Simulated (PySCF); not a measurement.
C9H9N.
Atom-mapped SMILES: `[CH3:1][CH2:2][CH2:3][CH2:4][C:5]#[C:6][C:7]#[C:8][C:9]#[N:10]` (hydrogens: H11, H12, H13 on C1; H14, H15 on C2; H16, H17 on C3; H18, H19 on C4)

The same species was optimised twice, with GFN2-xTB and with PBE0-D3(BJ)/def2-SVP (PySCF), and the same property calculations (PySCF, gas phase) were run on both structures.

```
     coordinate  GFN2-xTB  PBE0-D3(BJ)/def2-SVP  change
      C8–C9 (Å)     1.353                 1.368  +0.015
      C6–C7 (Å)     1.347                 1.361  +0.014
     C9≡N10 (Å)     1.152                 1.165  +0.013
      C4–C5 (Å)     1.439                 1.449  +0.010
      C5≡C6 (Å)     1.211                 1.221  +0.010
      C7≡C8 (Å)     1.218                 1.224  +0.006
      C2–C3 (Å)     1.526                 1.522  -0.004
      C1–C2 (Å)     1.523                 1.520  -0.003
      C3–C4 (Å)     1.535                 1.533  -0.002
   C3–C4–C5 (°)     112.0                 113.6    +1.6
   C2–C3–C4 (°)     111.0                 112.4    +1.4
   C1–C2–C3 (°)     111.7                 113.0    +1.3
   C4–C5–C6 (°)     179.0                 178.5    -0.5
   C5–C6–C7 (°)     178.9                 179.5    +0.6
   C7–C8–C9 (°)     179.7                 179.9    +0.2
   C6–C7–C8 (°)     179.7                 179.8    +0.1
  C8–C9–N10 (°)     179.9                 180.0    +0.1
C1–C2–C3–C4 (°)       180                   180       0
C2–C3–C4–C5 (°)       180                   180       0
```

Rotational constants: A = 7715, B = 298.5, C = 289.5 MHz (GFN2-xTB) against A = 7511, B = 293.7, C = 284.7 MHz (PBE0-D3(BJ)/def2-SVP). Point groups within 0.08 Å: Cs and Cs.

On the GFN2-xTB structure: HOMO (eV) -7.72 [PBE0/pcSseg-1]; LUMO (eV) -2.05 [PBE0/pcSseg-1]; dipole (D) 6.96 [PBE0/pcSseg-1]; GIAO shielding of C1 (ppm) 170.1 [PBE0/pcSseg-1]; GIAO shielding of C2 (ppm) 158.2 [PBE0/pcSseg-1]; GIAO shielding of C3 (ppm) 150.7 [PBE0/pcSseg-1]; GIAO shielding of C4 (ppm) 164.0 [PBE0/pcSseg-1]; GIAO shielding of C5 (ppm) 97.2 [PBE0/pcSseg-1]; GIAO shielding of C6 (ppm) 114.6 [PBE0/pcSseg-1]; GIAO shielding of C7 (ppm) 115.0 [PBE0/pcSseg-1]; GIAO shielding of C8 (ppm) 131.1 [PBE0/pcSseg-1].

Question: What do these properties become on the PBE0-D3(BJ)/def2-SVP structure?

Answer: 
```csv
property,level,on GFN2-xTB,on PBE0-D3(BJ)/def2-SVP,change
HOMO (eV),PBE0/pcSseg-1,-7.72,-7.74,-0.02
LUMO (eV),PBE0/pcSseg-1,-2.05,-2.13,-0.08
dipole (D),PBE0/pcSseg-1,6.96,6.95,-0.01
"energy, GFN2-xTB geometry as zero (kcal/mol)",PBE0/pcSseg-1,0.0,-0.3,-0.3
GIAO shielding of C1 (ppm),PBE0/pcSseg-1,170.1,168.4,-1.7
GIAO shielding of C2 (ppm),PBE0/pcSseg-1,158.2,157.7,-0.5
GIAO shielding of C3 (ppm),PBE0/pcSseg-1,150.7,150.5,-0.2
GIAO shielding of C4 (ppm),PBE0/pcSseg-1,164.0,162.3,-1.7
GIAO shielding of C5 (ppm),PBE0/pcSseg-1,97.2,96.7,-0.5
GIAO shielding of C6 (ppm),PBE0/pcSseg-1,114.6,113.3,-1.3
GIAO shielding of C7 (ppm),PBE0/pcSseg-1,115.0,114.8,-0.2
GIAO shielding of C8 (ppm),PBE0/pcSseg-1,131.1,130.1,-1.0
```

The heavy atoms differ by 0.034 Å rms after alignment. Among bonds between heavy atoms C6–C7 and C8–C9 change most and about equally (+0.014 to +0.015 Å). Changes are differences of the printed values. Neither structure is proved a minimum here.

The values belong to the conformer `[CH3:1][CH2:2][CH2:3][CH2:4][C:5]#[C:6][C:7]#[C:8][C:9]#[N:10]`: C1–C2–C3–C4 180°, C2–C3–C4–C5 180°.
